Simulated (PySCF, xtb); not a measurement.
TiClO, SMILES [O]=[Ti+][Cl], charge +1, multiplicity 1.

GFN2-xTB in xtb 6.7.1 at its own geometry gives an orbital gap of 1.91 eV.

The structure is a stationary point at PBE0-D3(BJ)/def2-TZVP. The spin state was assumed, not searched. The isomer is the one that the SMILES or the coordinates give; other isomers of the formula were not compared.

Problem. What does B3LYP/def2-TZVPD in PySCF give? (An estimate is asked for; the answer gives what the named calculation found.)

Solution. gap 4.47 eV (levels -14.72 and -10.25 eV).
